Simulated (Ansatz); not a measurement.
`[F][SbH][SbH2]`, relaxed with RKS PBE-D4/def2-SVP in the Gaussian-basis code of Ansatz from a rough embedded geometry. The force threshold is 0.03 eV/Å; the program also tests the step.

Charge 0, multiplicity 1. Sb: def2 effective core potential.

Start:

```xyz
6

F    -1.798   -0.382    0.577
Sb   -0.291   -1.552    0.198
Sb    1.192    0.593   -0.810
H     0.413   -1.298    1.797
H     0.027    0.905   -2.061
H     0.457    1.733    0.299
```

| step | energy (eV) | largest force (eV/Å) | largest move (Å) |
| --- | --- | --- | --- |
| 1 | -15836.0976 | 0.757 | 0.000 |
| 2 | -15836.1129 | 0.738 | 0.194 |
| 3 | -15836.1665 | 0.337 | 0.139 |
| 4 | -15836.1856 | 0.165 | 0.153 |
| 5 | -15836.1901 | 0.065 | 0.065 |
| 6 | -15836.1910 | 0.019 | 0.029 |

End:

```xyz
6

F    -1.919   -0.416    0.756
Sb   -0.366   -1.491    0.194
Sb    1.283    0.658   -0.784
H     0.473   -1.363    1.723
H     0.174    0.884   -2.099
H     0.355    1.728    0.211
```

It took 9.5 s on 2 threads of an Arm Neoverse V1 on a shared host, with 0.12 GiB of host memory at the peak.
